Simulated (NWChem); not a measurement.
AlH2OF; SMILES [AlH]([OH])[F]

```xyz
5

Al    -0.4527    -0.0177     0.0000
H     -2.0177    -0.0367     0.0000
F      0.4033    -1.4445     0.0000
O      0.3696     1.4583     0.0000
H      1.3169     1.6016     0.0000
```
Atoms are numbered in this order, from 1.

Program: NWChem. Structure relaxed at the PBE0/def2-SVP level.

Q: Estimate the computed values for OLYP/def2-TZVP. Quantities: highest occupied level (eV); orbital gap (eV); dipole (D).

A: 
```
Quantity                     Result
---------------------------  ------
highest occupied level (eV)   -7.69
orbital gap (eV)               6.66
dipole (D)                     0.92
```
